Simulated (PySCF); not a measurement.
C₅H₈O₃ (SMILES C=CC(=O)OCCO), singlet, at a GFN2-xTB geometry. Base run: PySCF with SVWN5/3-21G.

The PySCF input:
```python
from pyscf import gto, scf, dft

mol = gto.Mole()
mol.atom = '''
    C     3.34909298    0.56643792    0.20627091
    C     2.21708328    0.67902214   -0.47299770
    C     1.01064038   -0.07733769   -0.07687092
    O     0.93298789   -0.83883177    0.85301494
    O    -0.00961259    0.19110087   -0.91212379
    C    -1.24286505   -0.46681644   -0.65783660
    C    -2.03366227    0.23952227    0.45429510
    O    -3.33446312   -0.26707915    0.58044038
    H     4.23990360    1.10679499   -0.06386435
    H     3.40222010   -0.08490155    1.06367143
    H     2.10560844    1.31443041   -1.33819778
    H    -1.79368270   -0.42908754   -1.60232093
    H    -1.05792275   -1.50820318   -0.37478674
    H    -1.54665864    0.06629711    1.41618894
    H    -2.04391301    1.32057770    0.25035222
    H    -3.81858835   -0.11239662   -0.23885974
'''
mol.basis = '3-21g'
mol.verbose = 4
mol.build()

mf = dft.RKS(mol)
mf.xc = 'lda,vwn'
mf.kernel()
```

The base run was repeated with changes; each row names its change, and settings that it needs were set with it.

```json
[
 {"change": "base", "ΔE vs base (mEh)": "0.000", "fitting functions": "-", "dipole (D)": "2.75"},
 {"change": "auxbasis = def2-universal-jfit", "ΔE vs base (mEh)": "-0.959", "fitting functions": "480", "dipole (D)": "2.75"},
 {"change": "auxbasis = def2-svp-ri", "ΔE vs base (mEh)": "-25.298", "fitting functions": "496", "dipole (D)": "2.75"},
 {"change": "auxbasis = def2-tzvp-ri", "ΔE vs base (mEh)": "-0.643", "fitting functions": "728", "dipole (D)": "2.75"},
 {"change": "auxbasis = cc-pvtz-jkfit", "ΔE vs base (mEh)": "-0.260", "fitting functions": "872", "dipole (D)": "2.75"},
 {"change": "auxbasis = default (with mf = mf.density_fit())", "ΔE vs base (mEh)": "-0.414", "fitting functions": "750", "dipole (D)": "2.75"},
 {"change": "auxbasis = even-tempered beta=3.0", "ΔE vs base (mEh)": "-14.149", "fitting functions": "328", "dipole (D)": "2.77"},
 {"change": "auxbasis = cc-pvtz-ri", "ΔE vs base (mEh)": "-0.633", "fitting functions": "888", "dipole (D)": "2.75"},
 {"change": "auxbasis = autoaux", "ΔE vs base (mEh)": "-8.214", "fitting functions": "655", "dipole (D)": "2.76"},
 {"change": "auxbasis = cc-pvqz-jkfit", "ΔE vs base (mEh)": "-0.150", "fitting functions": "1256", "dipole (D)": "2.75"}
]
```

A fitting set is made for a task (jfit for Coulomb, jkfit for Coulomb and exchange, ri for correlation) and for a family of orbital bases.
